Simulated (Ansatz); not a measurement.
Consider the formal exchange of groups at a B–F bond: `COCBF` + `N=CCC=N` → `COCBC=N` + `N=CCF`.

Calculated with Ansatz (gas phase, PBE0-D4/def2-TZVP geometries, no zero-point term in ΔE). CCSD(T)/CBS is the MP2 limit (def2-TZVPP, def2-QZVPP) plus CCSD(T) − MP2 in def2-TZVPP, frozen cores. Functionals use def2-TZVPP. B3LYP here is the variant with VWN-RPA as its local correlation; programs differ in this. Each species was taken in one conformer, which may not be the lowest.

```tsv
level	ΔE (kJ/mol)	difference from CCSD(T)/CBS
PBE-D4	194.9	-7.8
r2SCAN-D4	200.5	-2.2
PBE0-D4	198.8	-3.9
B3LYP-D4	196.9	-5.8
ωB97X-V	197.6	-5.1
ωB97M-V	200.3	-2.4
B2PLYP	202.0	-0.7
PBE	194.1	-8.6
r2SCAN	200.4	-2.3
PBE0	198.2	-4.5
B3LYP	195.7	-7.0
HF/def2-TZVPP	200.4	-2.3
MP2/def2-TZVPP	213.6	10.9
SCS-MP2/def2-TZVPP	207.0	4.3
CCSD/def2-TZVPP	202.7	0.0
CCSD(T)/def2-TZVPP	202.8	0.1
HF/def2-QZVPP	200.9	-1.8
MP2/def2-QZVPP	213.7	11.0
SCS-MP2/def2-QZVPP	207.3	4.6
HF/CBS(def2)	201.0	-1.7
MP2/CBS(def2)	213.4	10.7
CCSD/CBS(def2)	202.5	-0.2
CCSD(T)/CBS	202.7	0
```

Largest T1 diagnostic among the species: 0.013.

From PBE to PBE0 (25 % exact exchange), in def2-TZVPP and without D4, ΔE moves by +4.1 kJ/mol.
